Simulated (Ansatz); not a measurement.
The same ligand exchange along the group O, S, Se.

Gas-phase electronic energies from Ansatz, PBE0-D4/def2-TZVP geometries. CCSD(T)/CBS adds triple-zeta CCSD(T) − MP2 to the extrapolated MP2 energy (def2 sets, frozen cores). This one scheme is used for every species. Functionals use def2-TZVPP. For Br, Ga, Se outer-core shells are correlated without core-valence functions, which leaves a few kJ/mol of doubt a bond. Scalar relativity is left out up to krypton.

```csv
reaction,B2PLYP (kJ/mol)
`[OH][GaH2]` + HBr → `[GaH2][Br]` + H₂O,-68
`[SH][GaH2]` + HBr → `[GaH2][Br]` + H₂S,-38
`[GaH2][SeH]` + HBr → `[GaH2][Br]` + H₂Se,-25
```

Give the CCSD(T)/CBS values in the same order. (Estimate.)

The calculation gave: -73, -36, -21 kJ/mol.

Largest T1 diagnostic: 0.015, for `[OH][GaH2]`.
